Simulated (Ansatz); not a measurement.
Reaction (ligand exchange at the Si–N bond): `F[SiH2]N([SiH3])[SiH3]` + `O[SiH](O)F` → `O[SiH](F)O[SiH2]F` + `[SiH3]N[SiH3]`

Calculated with Ansatz (gas phase, PBE0-D4/def2-TZVP geometries, no zero-point term in ΔE). CCSD(T)/CBS is the MP2 limit (def2-TZVPP, def2-QZVPP) plus CCSD(T) − MP2 in def2-TZVPP, frozen cores. This one scheme is used for every species. Each species was taken in one conformer, which may not be the lowest.

`F[SiH2]N([SiH3])[SiH3]`:

```xyz
13

F     2.322    0.679    1.261
Si    0.873    1.222    0.861
N    -0.024    0.031    0.017
Si   -0.176    0.124   -1.718
Si   -0.743   -1.320    0.850
H     0.207    1.591    2.129
H     1.071    2.379   -0.044
H    -1.128    1.190   -2.124
H     1.142    0.400   -2.343
H    -0.693   -1.188   -2.187
H    -0.107   -2.600    0.446
H    -0.547   -1.105    2.307
H    -2.196   -1.403    0.544
```

`O[SiH](O)F`:

```xyz
7

O    -0.708   -1.020   -0.554
Si   -0.003    0.124    0.368
O     1.508    0.360   -0.163
F    -0.882    1.450    0.254
H    -1.665   -1.053   -0.591
H     0.079   -0.215    1.794
H     1.670    0.353   -1.108
```

`O[SiH](F)O[SiH2]F`:

Cartesian coordinates in Å:
```
O 0.477 -2.397 0.677
Si 0.815 -0.814 0.688
F 0.504 -0.186 2.117
O -0.103 -0.016 -0.385
Si -0.771 1.355 -0.937
F 0.373 2.439 -1.166
H -0.426 -2.698 0.789
H 2.244 -0.664 0.401
H -1.714 1.905 0.059
H -1.399 1.074 -2.243
```

`[SiH3]N[SiH3]`:

```xyz
10

Si    0.777   -1.332   -0.244
N     0.483    0.367   -0.180
Si   -0.948    1.203    0.300
H    -0.524   -2.015   -0.040
H     1.732   -1.787    0.804
H     1.351   -1.723   -1.561
H     1.276    0.954   -0.401
H    -2.027    0.194    0.436
H    -1.334    2.222   -0.714
H    -0.786    1.916    1.599
```

| species | CCSD(T)/CBS(def2) energy (Eh) |
| --- | --- |
| `F[SiH2]N([SiH3])[SiH3]` | -1026.67748 |
| `O[SiH](O)F` | -541.20494 |
| `O[SiH](F)O[SiH2]F` | -930.79509 |
| `[SiH3]N[SiH3]` | -637.10515 |

Problem. Work out ΔE.

Solution. ΔE = (-930.79509) + (-637.10515) − (-1026.67748) − (-541.20494) = -0.01782 Eh = -46.8 kJ/mol.

Problem. What do rigid-rotor, harmonic-oscillator terms from PBE0-D4/def2-TZVP frequencies (298.15 K, 1 bar) make of the CCSD(T)/CBS value? (Best estimate.)

Solution. Ansatz gave: ΔZPE = 0.0 kJ/mol, ΔH = -45.8 kJ/mol, ΔS = 33 J/(mol·K), ΔG = -55.8 kJ/mol. Modes under 50 cm⁻¹ make the entropy rough.

Largest T1 diagnostic among the species: 0.012.

The D4 term adds +7.9 kJ/mol with B3LYP and +4.1 kJ/mol with PBE0; it sums over pairs of atoms, weighted by their polarisabilities, and B3LYP, whose exchange is more repulsive, gets the larger term. From BLYP to BHLYP (50 % exact exchange), in def2-TZVPP and without D4, ΔE moves by −4.1 kJ/mol.

B3LYP here is the variant with VWN-RPA as its local correlation; programs differ in this.
